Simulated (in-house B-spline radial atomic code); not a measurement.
## Ionising Zn VII (Zn6+) with different functionals

Computed with a radial B-spline atomic code at the basis-set limit: non-relativistic Hamiltonian, point nucleus, spin-polarised at highest spin, spherical fractional occupations for the functionals, the average over the highest-spin determinants for Hartree-Fock. The ionisation energy is the difference of two self-consistent energies, [Ar] 3d6 → [Ar] 3d5, without Breit or QED terms; ε is the level of the shell that loses the electron (its least bound occupied spin orbital).

Hybrids are left out here: with spherical fractional occupations of an open shell their exact exchange keeps a self-interaction that integer-occupation calculations don't have.

```tsv
method	rung	ΔSCF (eV)	-ε(3d) (eV)
Hartree-Fock	Hartree-Fock	133.84	136.57
LDA VWN5	LDA	136.93	123.12
LDA PW92	LDA	136.92	123.11
LDA exchange-only	LDA	134.32	120.63
PBE	GGA	136.42	122.65
PBEsol	GGA	136.38	122.61
BLYP	GGA	136.41	122.61
RPBE	GGA	136.27	122.52
PW91	GGA	136.64	122.85
BP86	GGA	136.61	122.81
AM05	GGA	136.42	122.66
OLYP	GGA	136.54	122.82
TPSS	meta-GGA	136.08	122.37
SCAN	meta-GGA	135.04	121.60
r2SCAN	meta-GGA	135.14	121.72
M06-L	meta-GGA	135.05	121.55
revTPSS	meta-GGA	135.74	122.08
```

Problem. How do they compare with the NIST value?

Solution. NIST lists 134 eV ± 1.2 (semi-empirical, ground level to ground level). Errors run from -0.06 to +3.03 eV; Hartree-Fock is closest (-0.06 eV), though others lie within the uncertainty of it, and part of that can be cancellation, since the calculations leave out relativity, Breit-QED terms, multiplet and fine-structure energies. Hartree-Fock also lacks correlation.
